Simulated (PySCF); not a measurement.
Species: C₅H₅F₂ (doublet state).
Structure used (PBE0-D3(BJ)/def2-SVP), in Å, numbered top down from 1:
```xyz
12
C5H5F2 angstrom
F     -2.129   -0.522   -1.307
C     -1.540    0.133   -0.317
C     -1.174   -0.443    0.990
C     -0.141    0.077    0.005
C      1.116   -0.398   -0.640
C      1.041    0.959   -0.007
F      1.028    2.045   -0.812
H     -1.363    0.135    1.902
H     -1.242   -1.532    1.107
H      1.712   -1.171   -0.145
H      1.120   -0.428   -1.734
H      1.578    1.145    0.930
```

Identity: `F[C]1C[C@@]12C[C@H]2F` [radical].

Method used: UKS B3LYP, IGLO-III on C F, pcH-1 on H, non-relativistic, mean-field spin-orbit, GIAO in PySCF. Isolated species at its PBE0-D3(BJ)/def2-SVP geometry, gas phase. Stability of the SCF solution: not tested.

Principal values of hyperfine tensors in MHz (contact and dipolar terms together), for some of the nuclei:

```json
{"atom": "C2", "isotope": "13C", "A1": "382.47", "A2": "388.16", "A3": "580.81"}
{"atom": "F1", "isotope": "19F", "A1": "23.03", "A2": "45.65", "A3": "665.65"}
{"atom": "H8", "isotope": "1H", "A1": "41.30", "A2": "43.47", "A3": "58.48"}
{"atom": "C6", "isotope": "13C", "A1": "26.13", "A2": "27.07", "A3": "41.40"}
{"atom": "H9", "isotope": "1H", "A1": "14.08", "A2": "18.45", "A3": "27.24"}
{"atom": "F7", "isotope": "19F", "A1": "-5.96", "A2": "-1.02", "A3": "47.00"}
{"atom": "C5", "isotope": "13C", "A1": "2.82", "A2": "3.45", "A3": "11.05"}
{"atom": "H12", "isotope": "1H", "A1": "-6.65", "A2": "-6.17", "A3": "1.05"}
```

(1) Give the isotropic coupling of each nucleus in MHz and in mT (g = 2.0039), and the anisotropic part.

(2) What spin density at the nucleus of C5 lies behind its contact coupling (g_N = 1.40482)?

(3) H10 (1H, g_N = 5.58569) isn't in the table. Its spin density at the nucleus is 0.005486 bohr⁻³. What is its contact coupling?

(4) Name the largest traceless tensor T of the table and describe it.

(5) What first-order splitting does H8 cause when the field lies along A1, A2 or A3 of its tensor (g taken as isotropic, no quadrupole term)?

Answers

(1) a_iso = (A1 + A2 + A3)/3, Ti = Ai − a_iso; 1 mT corresponds to 28.047 MHz.

| atom | a_iso (MHz) | a_iso (mT) | T1 | T2 | T3 |
| --- | --- | --- | --- | --- | --- |
| C2 | 450.48 | 16.062 | -68.01 | -62.32 | 130.33 |
| F1 | 244.78 | 8.727 | -221.74 | -199.12 | 420.87 |
| H8 | 47.75 | 1.702 | -6.45 | -4.28 | 10.73 |
| C6 | 31.54 | 1.124 | -5.40 | -4.47 | 9.87 |
| H9 | 19.92 | 0.710 | -5.85 | -1.47 | 7.32 |
| F7 | 13.34 | 0.476 | -19.30 | -14.36 | 33.66 |
| C5 | 5.77 | 0.206 | -2.95 | -2.33 | 5.28 |
| H12 | -3.92 | -0.140 | -2.73 | -2.25 | 4.97 |

(2) a_FC = 800.24 MHz bohr³ × g_N × ρ(0)/(2S). With a_FC = 5.77 MHz and 2S = 1, ρ(0) = 0.005136 bohr⁻³.

(3) By the same relation, a_FC = 24.5 MHz. Its full tensor has the principal values 21.94, 24.16, 27.46 MHz.

(4) F1: -221.7, -199.1, 420.9 MHz, nearly axial, close to the ratio −1:−1:+2.

(5) 2 lines (I = 1/2), spaced by |A_i|/(g × 13.996): 1.47, 1.55, 2.08 mT along the axes of A1, A2 and A3.
